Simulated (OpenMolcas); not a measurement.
A calculation on V3+.

| Quantity | Value |
| --- | --- |
| Program | OpenMolcas |
| Method | SS-CASPT2, IPEA 0.25 Eh, imaginary shift 0.1 Eh (closed shells correlated: 3s 3p) |
| Basis | ANO-RCC-VTZP [6s5p3d2f1g] |
| Scalar Hamiltonian | DKH2, point nucleus |
| Active space | 2 electrons in 5 orbitals (3d) |
| State averaging | 2S+1 = 3 even, 10 roots; 2S+1 = 1 even, 15 roots kept (CI in the orbitals of an earlier block) |
| Spin-orbit coupling | RASSI with atomic mean-field integrals over the reference wave functions, term energies averaged over their components |

(1) Which level of the active space comes out lowest?

(2) How high does 3d² ¹S₀ lie?

(3) How high does 3d² ³P₂ lie?

(4) How high does 3d² ³F₃ lie?

Measured values: Sugar and Corliss, J. Phys. Chem. Ref. Data 7, 1191 (1978).

Answers

(1) 3d² ³F₂, with 100 % of that term; it is also the measured ground level.

(2) 43340 cm⁻¹ above the lowest level; measured 42462 cm⁻¹ above the ground level, so the calculation is off by +2 %.

(3) 14220 cm⁻¹ above the lowest level; measured 13458 cm⁻¹ above the ground level, so the calculation is off by +6 %.

(4) 328 cm⁻¹ above the lowest level; measured 325 cm⁻¹ above the ground level, so the calculation is off by +1 %.

CASPT2 breaks the degeneracy within a term, and the mean is taken; among the terms shown or strongly mixed into the levels shown the widest spread is 550 cm-1 (3d² ³F). Terms from blocks run as CI alone lack orbitals of their own. Computed and measured levels are paired by configuration, term and J; levels that our copy of the source lacks, or whose pairing is in doubt (as where it misses far off the trend of its configuration), stay unpaired and out of the deviations. Only configurations of the active space appear.
